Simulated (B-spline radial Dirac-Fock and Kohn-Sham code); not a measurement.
**Muonic X-ray lines of ¹⁵⁰Gd**

Nucleus: ¹⁵⁰Gd, Fermi distribution (skin thickness 2.3 fm), rms radius 5.0342 fm (measured, Angeli and Marinova 2013).

The run's input, task.json:

```json
{"items": [{
  "Z": 64,
  "q": 0,
  "cfg": [[1, 0, 2], [2, 0, 2], [2, 1, 6], [3, 0, 2], [3, 1, 6], [3, 2, 10], [4, 0, 2], [4, 1, 6], [4, 2, 10], [4, 3, 7], [5, 0, 2], [5, 1, 6], [5, 2, 1], [6, 0, 2]],
  "A": 150,
  "rrms": 5.0342,
  "do": "muonic",
  "nuclei": [[150, 149.918664, 5.0342, "measured", "fermi"]]
}]}
```

Launch: `python xray2_run.py task.json out`

The computed values come from a B-spline atomic structure program: the Dirac equation of a negative muon with reduced mass in the field of a spherical finite nucleus, with the Uehling potential to all orders; nuclear polarisation, deformation, hyperfine structure, self-energy, higher-order vacuum polarisation, relativistic recoil and electron screening are left out. For strongly deformed nuclei the low levels mix with nuclear rotations, which this model lacks.

```csv
transition,energy (keV),"point nucleus, no QED (keV)"
2p3/2 → 1s1/2,4676,9303
2p1/2 → 1s1/2,4578,9121
3p3/2 → 1s1/2,6267,10920
3d5/2 → 2p3/2,1587,1632
3d3/2 → 2p1/2,1669,1798
4f7/2 → 3d5/2,568.2,565.1
4f5/2 → 3d3/2,580.9,577.9
5g9/2 → 4f7/2,261.6,260.5
6h11/2 → 5g9/2,141.7,141.3
```

The 2p fine-structure splitting is 98.37 keV, and 2s lies 608.5 keV above 2p1/2.
